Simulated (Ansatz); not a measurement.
`C=C[SiH2][NH][GeH3]` + H–F → `F[SiH2][NH][GeH3]` + `C=C` at 600 K and 1 bar (ligand exchange at the Si–C bond).

Calculated with Ansatz (gas phase, PBE0-D4/def2-TZVP geometries, no zero-point term in ΔE). CBS: MP2 limit from def2 TZ/QZ plus the TZ coupled-cluster correction, frozen cores. This one scheme is used for every species. For Ge outer-core shells are correlated without core-valence functions, which leaves a few kJ/mol of doubt a bond. Scalar relativity is left out up to krypton. One conformer a species, not always the lowest.

```
              species  CCSD(T)/CBS energy (Eh)  H − E (kJ/mol)  S (J/(mol·K))
`C=C[SiH2][NH][GeH3]`              -2501.42154           339.6          519.4
                  H–F               -100.39570            42.3          194.0
  `F[SiH2][NH][GeH3]`              -2523.39267           219.3          446.4
                `C=C`                -78.48111           161.6          257.2
```

H − E and S are ideal-gas, rigid-rotor, harmonic terms from PBE0-D4/def2-TZVP, for one conformer and one mirror image of each species. 1 Eh = 2625.50 kJ/mol, R = 8.31446 J/(mol·K).

Q: By hand: ΔE, ΔH, ΔS and ΔG.

A: ΔE = (-2523.39267) + (-78.48111) − (-2501.42154) − (-100.39570) = -0.05654 Eh = -148.4 kJ/mol. Δ(H − E) = 219.3 + 161.6 − 339.6 − 42.3 = -1.0, so ΔH = -149.4 kJ/mol. ΔS = 446.4 + 257.2 − 519.4 − 194.0 = -9.8 J/(mol·K). ΔG = -149.4 − 600 × (-9.8)/1000 = -143.5 kJ/mol.

Q: By hand: the equilibrium constant, and the temperature at which ΔG would vanish if ΔH and ΔS stayed fixed.

A: log₁₀ K = −ΔG/(RT ln 10) = 12.5. ΔG = 0 at ΔH/ΔS = 15245 K, far beyond where these terms or the molecules hold.

The number of gas molecules stays the same, so ΔS is small and ΔH decides. A doubt of 5 kJ/mol in ΔE shifts log₁₀ K by 0.4 here. Other conformers and mirror images would add mixing entropy, several J/(mol·K) or more a flexible species. Modes under 60 cm⁻¹, often nearly free rotors, make the harmonic entropy too high. These are equilibria of isolated gas molecules and say nothing of rates. Largest T1 diagnostic: 0.012 (customary marks: 0.02 for closed shells, 0.045 for open ones).
